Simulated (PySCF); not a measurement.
Sn(F)3(nBu), C4H9F3Sn, SMILES CCC[CH2][Sn]([F])([F])[F], singlet at its GFN2-xTB optimised geometry (Å):

```
17

C      0.6519    -2.8522    -1.4703
C     -0.3214    -1.7618    -1.0445
C     -0.4744    -0.6942    -2.1244
C     -1.4728     0.3604    -1.7989
Sn    -0.7434     1.6301     0.0000
F     -1.2875     0.9597     1.8455
F      1.2960     1.6301     0.0000
F     -1.2831     3.5920     0.0000
H      0.2985    -3.3563    -2.3677
H      0.7576    -3.5920    -0.6820
H      1.6323    -2.4292    -1.6742
H      0.0506    -1.2871    -0.1294
H     -1.2960    -2.2019    -0.8220
H      0.5006    -0.2523    -2.3487
H     -0.8254    -1.1694    -3.0513
H     -1.5951     1.1297    -2.5557
H     -2.4226    -0.0088    -1.4238
```

Calculation: B3LYP/def2-SVP, def2 effective core potentials past Kr in PySCF. The core electrons that the potentials of Sn replace are not part of the density. Cells within 0.4 Å of a nucleus heavier than hydrogen are left out (blank, or x).

Map of the electron localisation function on the plane z = 1.5 Å:

```
|000000000000000000000000000|
|000000000000000000000000000|
|000000000000000000000000000|
|000000000000000000000000000|
|000000000000000000000000000|
|000000000010000000000000000|
|000000000000000000000000000|
|000000000000000000000000000|
|000000000011000000000000000|
|000000001464200010000000000|
|000000004899510010000000000|
|0000000169x9710000000000000|
|000000005899510000000000000|
|000000002565200000000000000|
|000000000010000000000000000|
|000000000000000000000000000|
|000000000000000000000000000|
|000000000000000000000000000|
|000000000000000000000000000|
|000000000000000000000000000|
|000000000000000000000000000|
|000000000000000000000000000|
|000000000000000000000000000|
|000000000000000000000000000|
|000000000000000000000000000|
|000000000000000000000000000|
|000000000000000000000000000|
```
Scale: ten equal steps from 0.000 (start of '0') to 0.854 (end of '9'), in the order '0123456789'; x runs from -6.00 to 6.00, y from -6.00 (bottom) to 6.00 (top).
